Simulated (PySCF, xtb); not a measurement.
W(NH)(NMe)(OH)2 (CH6N2O2W), SMILES C[N]=[W](=[NH])([OH])[OH], multiplicity 1.

GFN2-xTB (xtb) at its own geometry gives an orbital gap of 2.78 eV and a dipole moment of 3.14 D.

Coordinates come from a PBE0-D3(BJ)/def2-SVP optimisation. The spin state was assumed, not searched. The def2 effective core potentials stand for the cores of W; spin–orbit coupling is left out. One conformer was computed; it need not be the lowest.

Question: What does PBE/def2-TZVP (PySCF) give? (An estimate is asked for; the answer gives what the named calculation found.)

Answer: gap 4.51 eV (levels -5.77 and -1.26 eV), dipole 1.33 D.
